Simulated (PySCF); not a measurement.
## Electron correlation in Nb (niobium, neutral)

[Kr] 4d4 5s1, high-spin 6D determinant. All numbers are calculated (PySCF 2.14, scalar relativity by spin-free X2C-1e, in x2c-TZVPPall (8s6p6d2f1g, 79 functions)). Frozen: [Kr]; 5 electrons correlated.

MP2 pair energies summed by pair of shells (mhartree):

```csv
pair,energy,share (%)
4d-4d,-35.86,70.3
4d-5s,-15.12,29.7
```

Total MP2 correlation energy: -50.98 mhartree.

Same-spin part -50.98 and opposite-spin part 0.00 mhartree; SCS-MP2 scales them by 1/3 and 6/5 to -16.99 mhartree.
